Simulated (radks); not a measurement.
Problem. All-electron atom: Bi+ in [Hg] 6p2 (the NIST ground configuration). All-electron calculation, Dirac Kohn-Sham, PBE, spin-unpolarised, spherical densities, finite nucleus; open shells are shared between the two j in proportion to 2j + 1; Fermi nuclear charge, rms radius 5.5211 fm. Program: a radial shooting solver on a logarithmic mesh with Libxc functionals.

Spin-orbit splittings of the eigenvalues, e(l+1/2) - e(l-1/2), with zeta = 2 splitting/(2l+1) and mean radii in bohr:

shell  occ.  splitting (eV)  zeta (eV)  <r> j=l-1/2  <r> j=l+1/2
2p        6            2319       1546      0.05388      0.06293
3p        6           519.3      346.2       0.1615       0.1780
3d       10           110.1      44.04       0.1545       0.1595
4p        6           128.0      85.31       0.3778       0.4124
4d       10           23.89      9.556       0.4161       0.4271
4f       14           5.490      1.569       0.4380       0.4442
5p        6               ?          ?       0.8855       0.9750
5d       10           3.006      1.203        1.208        1.251
6p        2           2.307      1.538        2.572        2.898

Estimate the 5p splitting.

Solution. 24.63 eV (zeta = 16.42 eV).
